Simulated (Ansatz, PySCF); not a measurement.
Spin gap between two states, R1 and P1; the higher of the two is an excited state, each structure at its B3LYP-D3(BJ)/def2-TZVP stationary point, reached from a drawn start (curvature not checked).
R1, SiH2 (SMILES [SiH2]) (charge 0, multiplicity 1, Z-matrix in Å and degrees):
```
Si
H 1 1.5233
H 1 1.5233 2 91.50
```
P1, SiH2 (SMILES [SiH2]) (charge 0, multiplicity 3, Z-matrix in Å and degrees):
```
Si
H 1 1.4847
H 1 1.4847 2 118.46
```

```json
[
 {"level": "HF/cc-pV(Q+d)Z", "spin gap (kcal/mol)": "3.95", "minus CCSD(T)/CBS(cc-pV(T+d)Z, cc-pV(Q+d)Z)": "-16.52"},
 {"level": "PBE-D4/def2-TZVPP", "spin gap (kcal/mol)": "16.16", "minus CCSD(T)/CBS(cc-pV(T+d)Z, cc-pV(Q+d)Z)": "-4.32"},
 {"level": "r2SCAN/def2-TZVPP", "spin gap (kcal/mol)": "10.77", "minus CCSD(T)/CBS(cc-pV(T+d)Z, cc-pV(Q+d)Z)": "-9.71"},
 {"level": "B3LYP/def2-TZVPP", "spin gap (kcal/mol)": "20.49", "minus CCSD(T)/CBS(cc-pV(T+d)Z, cc-pV(Q+d)Z)": "0.01"},
 {"level": "B3LYP-D4/def2-TZVPP", "spin gap (kcal/mol)": "20.50", "minus CCSD(T)/CBS(cc-pV(T+d)Z, cc-pV(Q+d)Z)": "0.02"},
 {"level": "PBE0/def2-TZVPP", "spin gap (kcal/mol)": "14.94", "minus CCSD(T)/CBS(cc-pV(T+d)Z, cc-pV(Q+d)Z)": "-5.54"},
 {"level": "PBE0-D3(BJ)/def2-TZVPP", "spin gap (kcal/mol)": "14.94", "minus CCSD(T)/CBS(cc-pV(T+d)Z, cc-pV(Q+d)Z)": "-5.53"},
 {"level": "PBE0-D4/def2-TZVPP", "spin gap (kcal/mol)": "14.94", "minus CCSD(T)/CBS(cc-pV(T+d)Z, cc-pV(Q+d)Z)": "-5.53"},
 {"level": "BHLYP-D3(BJ)/def2-TZVPP", "spin gap (kcal/mol)": "19.35", "minus CCSD(T)/CBS(cc-pV(T+d)Z, cc-pV(Q+d)Z)": "-1.12"},
 {"level": "CAM-B3LYP-D3(BJ)/def2-TZVPP", "spin gap (kcal/mol)": "19.87", "minus CCSD(T)/CBS(cc-pV(T+d)Z, cc-pV(Q+d)Z)": "-0.60"},
 {"level": "CAM-B3LYP-D4/def2-TZVPP", "spin gap (kcal/mol)": "19.87", "minus CCSD(T)/CBS(cc-pV(T+d)Z, cc-pV(Q+d)Z)": "-0.60"},
 {"level": "wB97X-V/def2-TZVPP", "spin gap (kcal/mol)": "21.68", "minus CCSD(T)/CBS(cc-pV(T+d)Z, cc-pV(Q+d)Z)": "1.21"},
 {"level": "B2PLYP-D4/def2-TZVPP", "spin gap (kcal/mol)": "19.86", "minus CCSD(T)/CBS(cc-pV(T+d)Z, cc-pV(Q+d)Z)": "-0.62"},
 {"level": "MP2/cc-pV(D+d)Z", "spin gap (kcal/mol)": "14.55", "minus CCSD(T)/CBS(cc-pV(T+d)Z, cc-pV(Q+d)Z)": "-5.93"},
 {"level": "MP2/CBS(cc-pV(T+d)Z, cc-pV(Q+d)Z)", "spin gap (kcal/mol)": "17.68", "minus CCSD(T)/CBS(cc-pV(T+d)Z, cc-pV(Q+d)Z)": "-2.79"},
 {"level": "SCS-MP2/cc-pV(T+d)Z", "spin gap (kcal/mol)": "21.07", "minus CCSD(T)/CBS(cc-pV(T+d)Z, cc-pV(Q+d)Z)": "0.59"},
 {"level": "CCSD/cc-pV(T+d)Z", "spin gap (kcal/mol)": "19.79", "minus CCSD(T)/CBS(cc-pV(T+d)Z, cc-pV(Q+d)Z)": "-0.68"},
 {"level": "CCSD(T)/cc-pV(T+d)Z", "spin gap (kcal/mol)": "20.14", "minus CCSD(T)/CBS(cc-pV(T+d)Z, cc-pV(Q+d)Z)": "-0.33"},
 {"level": "CCSD(T)/cc-pV(Q+d)Z", "spin gap (kcal/mol)": "20.25", "minus CCSD(T)/CBS(cc-pV(T+d)Z, cc-pV(Q+d)Z)": "-0.23"},
 {"level": "CCSD(T)/CBS(cc-pV(T+d)Z, cc-pV(Q+d)Z)", "spin gap (kcal/mol)": "20.48", "minus CCSD(T)/CBS(cc-pV(T+d)Z, cc-pV(Q+d)Z)": "0.00"}
]
```

 The comparison column counts from a level with limits of its own.

P less R. No zero-point or thermal terms; singlets are restricted closed shells; open shells are unrestricted.

Correlated levels freeze the cores. CBS: X⁻³ extrapolation of the correlation energy, Hartree–Fock from the larger set.

Codes used: Ansatz (Gaussian orbitals); PySCF for the D3/D4 terms. No computed number here is a measurement.

Ansatz is an electronic-structure program.
